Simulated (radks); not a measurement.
Values are calculated unless marked as measured or tabulated.
Spherical quantum dot in the effective-mass picture: electrons in a hard-walled sphere of radius 2.2, with a point charge +2 (a donor) at the centre, all in effective atomic units (hartree* = m*/eps^2 hartree, bohr* = eps/m* bohr), one dielectric constant everywhere. Level of theory: non-relativistic Kohn-Sham, LDA (Slater exchange, Perdew-Wang correlation), spin-polarised, spherical densities (a radial shooting solver with Libxc functionals). Levels are named by radial order and angular momentum (1s, 1p, 1d, 2s, ...), and open shells are averaged over m.

N = 15, configuration 1s2 1p6 1d(up 5, down 1) 2s(up 1, down 0). This is the lowest configuration that the search found. Occupied and some empty levels:

level,occupation,eigenvalue (hartree*),<r> (bohr*)
1s up,1,8.3827,1.058
1s down,1,8.5399,1.073
1p up,3,9.4692,1.393
1p down,3,9.6074,1.391
2s up,1,10.536,1.026
1d up,5,10.637,1.495
2s down,0,10.747,1.024
1d down,1,10.779,1.494
1f up,0,12.095,1.562
1f down,0,12.239,1.561
2p up,0,13.471,1.127
2p down,0,13.602,1.132
1g up,0,13.839,1.612
1g down,0,13.984,1.613

Energy (hartree*): total 78.0761, kinetic 40.942, external -26.617, Hartree 73.691, exchange-correlation -9.9396.

Electron density:

r (bohr*),n(r) (e/bohr*^3)
0.167,2.375
0.331,1.284
0.496,0.7639
0.661,0.5494
0.825,0.5022
0.990,0.5400
1.16,0.6016
1.32,0.6323
1.48,0.5895
1.65,0.4580
1.81,0.2694
1.98,0.09611
2.14,0.006148
